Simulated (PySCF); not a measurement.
# Computed structure and properties of [Nd(NH3)2]3+

System: [Nd(NH3)2]3+ (singlet in the valence; each metal's 4f electrons, 3 of them, lie in its core potential, out of spins and levels); start: displaced along the imaginary mode (C1). Method: PySCF 2.14.0, RKS PBE0, Nd lcecp-1-SVP with ECP49, N def2-SVP, H def2-SVP; non-relativistic Hamiltonian with scalar-relativistic core potentials where named; density fitting; no spin-orbit coupling.

Input of the relaxation:

```python
mol = gto.M(atom='''
Nd     0.03990    -0.03402    -0.00000
N     -0.16209     0.13822     2.50217
H      0.62236     0.62613     2.98073
H     -0.99247     0.62438     2.89995
H     -0.18657    -0.77581     2.99999
N     -0.16209     0.13822    -2.50217
H      0.62385    -0.30880    -3.02049
H     -0.99396    -0.30705    -2.93972
H     -0.18657     1.09056    -2.92046''',
    basis={'Nd': 'lcecp-1-SVP', 'N': 'def2-SVP', 'H': 'def2-SVP'},
    ecp={'Nd': 'lcecp-1-SVP'},
    charge=3, spin=0)
mf = dft.RKS(mol, xc='PBE0')
mf.grids.atom_grid = (50, 194)  # f atoms: unpruned, at least (60, 302)
mf = mf.density_fit()  # fitting sets: Nd AutoAux, N def2-universal-JKFIT, H def2-universal-JKFIT
mf.conv_tol = 1e-08; mf.max_cycle = 55
mf.kernel(dm0)  # dm0: converged density of the start geometry
# quasi-Newton relaxation in Cartesian coordinates to a largest gradient under 0.00045 Eh/bohr, steps kept in the point group
```

Run from Python with OMP_NUM_THREADS=2; the lines above give its settings. Where DIIS fails, smearing, a level shift and second-order steps follow.
It took 63 s on 2 threads of Arm Neoverse V1, with other jobs on the host, from the converged density of the start.

Course of the relaxation:

```json
{"step": "0", "energy above end (eV)": "0.4053", "largest force component within the symmetry (eV/Å)": "0.196"}
{"step": "1", "energy above end (eV)": "0.3920", "largest force component within the symmetry (eV/Å)": "0.224"}
{"step": "2", "energy above end (eV)": "0.3771", "largest force component within the symmetry (eV/Å)": "0.247"}
{"step": "3", "energy above end (eV)": "0.3603", "largest force component within the symmetry (eV/Å)": "0.265"}
{"step": "4", "energy above end (eV)": "0.3418", "largest force component within the symmetry (eV/Å)": "0.275"}
{"step": "5", "energy above end (eV)": "0.3218", "largest force component within the symmetry (eV/Å)": "0.277"}
{"step": "6", "energy above end (eV)": "0.3010", "largest force component within the symmetry (eV/Å)": "0.271"}
{"step": "7", "energy above end (eV)": "0.2799", "largest force component within the symmetry (eV/Å)": "0.259"}
{"step": "14", "energy above end (eV)": "0.0027", "largest force component within the symmetry (eV/Å)": "0.164"}
{"step": "15", "energy above end (eV)": "0.0012", "largest force component within the symmetry (eV/Å)": "0.081"}
{"step": "16", "energy above end (eV)": "0.0007", "largest force component within the symmetry (eV/Å)": "0.048"}
{"step": "17", "energy above end (eV)": "0.0002", "largest force component within the symmetry (eV/Å)": "0.032"}
{"step": "18", "energy above end (eV)": "0.0000", "largest force component within the symmetry (eV/Å)": "0.024"}
{"step": "19", "energy above end (eV)": "0.0000", "largest force component within the symmetry (eV/Å)": "0.009"}
```
(The steps between are left out.)

Relaxed geometry (C1):

```xyz
9

Nd    0.8951   -0.7432    0.0002
N    -0.1474    0.1240    2.0214
H     0.4301    0.7947    2.5694
H    -1.0424    0.6391    1.9019
H    -0.3910   -0.5948    2.7341
N    -0.1449    0.1254   -2.0222
H     0.3587   -0.1036   -2.9038
H    -1.1102   -0.2090   -2.2205
H    -0.2457    1.1592   -2.0804
```

```csv
contact,Å
Nd1–N2 (NH3),2.434
Nd1–N6 (NH3),2.434
```

On the finer grid (75, 302):

```json
{
 "HOMO": "-25.63 eV",
 "LUMO": "-18.06 eV",
 "Dipole about the centre of mass": "3.22 D",
 "Set of Mulliken populations of Nd1 outside the core potential": "s 2.13, p 6.08, d 0.63, f 0.03",
 "D3(BJ) dispersion energy (not in the energies)": "-0.124 eV"
}
```

```csv
atom,Mulliken (e),Löwdin (e),spin (e)
Nd1,2.13,1.94,0.00
N2,-0.38,0.00,0.00
H3,0.27,0.18,0.00
H4,0.27,0.18,0.00
H5,0.27,0.18,0.00
N6,-0.37,0.00,0.00
H7,0.27,0.18,0.00
H8,0.27,0.18,0.00
H9,0.27,0.18,0.00
```

The 4f levels lie in the core potential and are missing. Their spin isn't counted.

On the grid (50, 194), as all that follows. Harmonic modes: a minimum within the noise of the softest modes; lowest 46 cm⁻¹ (negative: unstable), highest 3385 cm⁻¹, zero-point energy 2.043 eV.

Taking off one NH3 (charge 0, singlet; the rest: singlet) in vacuum, both parts rigid, costs 4.50 eV; the small basis without counterpoise inflates it. Parting with an electron moved from the ligand to the metal can be far cheaper, even downhill.

Rigid scan of NH3 along the line from its metal:

(distance to N2 (Å), energy (eV)): (2.13, 0.521), (2.23, 0.202), (2.33, 0.044), (2.43, 0.000), (2.53, 0.035), (2.63, 0.124), (2.83, 0.395)

One start shape was tried, so this needn't be the lowest isomer.

An lcecp potential fixes the number of 4f electrons, so in runs with it no electron can move into or out of that shell.
